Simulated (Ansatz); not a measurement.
This geometry of BFH$_{6}$N$_{2}$Si$_{2}$ (12 atoms, charge 0, multiplicity 1) is a first-order saddle point.

These are results of Ansatz 0.2.0, RKS PBE0/cc-pVDZ, not measurements.

```xyz
12
Properties=species:S:1:pos:R:3
N -0.287 -2.299 -0.006
Si -0.147 -0.695 0.633
F -0.026 -0.866 2.276
B -1.375 0.783 0.014
Si 0.341 1.762 -0.466
N 1.190 0.299 0.082
H -1.055 -2.478 -0.646
H 0.549 -2.780 -0.323
H -2.554 0.993 -0.069
H 0.678 3.003 0.318
H 0.572 2.085 -1.919
H 2.191 0.137 0.139
```

Task: Which two structures does it join? (They come from a converged band through this point; their orientation in space is the band's.)

Result: No bond is made or broken. The dihedral H8–N1–Si2–F3 goes from -179 to 45°. The two ends are copies of one structure, up to a mirror image or an exchange of like atoms.

First end point:

```xyz
12
Properties=species:S:1:pos:R:3
N -0.042 -2.290 -0.048
Si -0.165 -0.682 0.583
F -0.262 -0.941 2.214
B -1.365 0.829 -0.034
Si 0.364 1.803 -0.457
N 1.180 0.311 0.083
H -0.678 -2.992 0.321
H 0.052 -2.396 -1.054
H -2.540 1.048 -0.150
H 0.711 3.021 0.356
H 0.648 2.134 -1.899
H 2.174 0.101 0.119
```

Last end point:

```xyz
12
Properties=species:S:1:pos:R:3
N -0.040 -2.295 -0.041
Si -0.165 -0.682 0.576
F -0.263 -0.929 2.209
B -1.366 0.830 -0.039
Si 0.364 1.807 -0.454
N 1.179 0.308 0.068
H 0.042 -2.411 -1.047
H -0.668 -2.996 0.342
H -2.541 1.046 -0.160
H 0.714 3.015 0.373
H 0.649 2.156 -1.891
H 2.172 0.097 0.098
```

Task: How far does it lie above each of them?

Result: 14.4 kJ/mol above the first and 14.4 kJ/mol above the second. This is the barrier of this one path; another mechanism may lie lower.

Run time: 8.3 min on 2 threads of Arm Neoverse V2, with other jobs on the host, peak memory 0.31 GiB.
